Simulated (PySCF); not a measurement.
H4STi, multiplicity 1. Atoms are numbered in the order given.

```xyz
6

Ti    -0.0018    -0.8658     0.0000
H      1.6197    -1.3502     0.0000
H     -0.7961    -1.4392     1.3725
H     -0.7961    -1.4392    -1.3725
S     -0.0785     1.3765     0.0000
H      1.2683     1.2524     0.0000
```

Geometry optimised at ωB97X-D3(BJ)/def2-TZVP. The spin state was assumed, not searched.

Level of theory: TDA-B3LYP/def2-TZVPD run with PySCF.

Vertical excitations. The molecule is in vacuum. State labels are in the subgroup Cs.

Computed lowest excited states:
```
state  symmetry  energy (eV)  λ (nm)      f                                                main pairs
-----  --------  -----------  ------  -----  --------------------------------------------------------
S1           A"         3.34     371  0.000                                          HOMO−1→LUMO 90 %
S2           A'         3.55     350  0.000    HOMO−1→LUMO+1 41 %, HOMO−2→LUMO 38 %, HOMO−3→LUMO 18 %
S3           A"         3.56     349  0.000                                        HOMO−2→LUMO+1 92 %
S4           A"         3.60     344  0.001                                            HOMO→LUMO 96 %
S5           A'         3.79     327  0.004                      HOMO−2→LUMO 50 %, HOMO−1→LUMO+1 43 %
S6           A'         3.88     319  0.013                                          HOMO→LUMO+1 87 %
S7           A'         3.98     311  0.001                                          HOMO−3→LUMO 78 %
S8           A"         4.08     304  0.001  HOMO−3→LUMO+1 57 %, HOMO→LUMO+2 24 %, HOMO−1→LUMO+2 11 %
S9           A"         4.11     302  0.000                      HOMO→LUMO+2 73 %, HOMO−3→LUMO+1 14 %
S10          A"         4.26     291  0.002                    HOMO−1→LUMO+2 73 %, HOMO−3→LUMO+1 17 %
T1           A"         2.99     414      0                                          HOMO−1→LUMO 97 %
T2           A'         3.11     399      0                      HOMO−2→LUMO 60 %, HOMO−1→LUMO+1 34 %
T3           A'         3.18     390      0                      HOMO−1→LUMO+1 59 %, HOMO−2→LUMO 35 %
T4           A"         3.19     389      0                                        HOMO−2→LUMO+1 92 %
```
Triplets are in the Tamm–Dancoff approximation.
